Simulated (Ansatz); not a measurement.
C₂H₃BBrF (`B/C(Br)=C\F`), relaxed with RKS PBE0-D4/def2-TZVP in Ansatz 0.2.0 from a PBE-D4/def2-SVP geometry. The force threshold is 0.005 eV/Å; the program also tests the step.

The species carries charge 0 and has multiplicity 1.

Start:

```xyz
8

B    -0.739   -1.114    0.151
C    -0.222    0.332    0.198
Br   -1.240    1.706    1.068
C     0.954    0.746   -0.353
F     1.771   -0.084   -0.990
H    -0.065   -1.954   -0.409
H    -1.797   -1.414    0.662
H     1.339    1.782   -0.328
```

```tsv
step	energy (eV)	largest force (eV/Å)	largest move (Å)
1	-75548.9702	0.755	0.000
2	-75549.0098	0.179	0.026
3	-75549.0123	0.012	0.010
4 (rejected)	-75549.0122	0.043	0.004
5	-75549.0123	0.005	0.002
6	-75549.0123	0.001	0.000
```

End:

```xyz
8

B    -0.730   -1.108    0.148
C    -0.216    0.330    0.194
Br   -1.224    1.692    1.056
C     0.938    0.741   -0.345
F     1.750   -0.085   -0.978
H    -0.067   -1.932   -0.404
H    -1.770   -1.396    0.652
H     1.319    1.758   -0.322
```

It took 21 s on 4 threads of an Arm Neoverse V2 on a shared host, with 0.46 GiB of host memory at the peak.
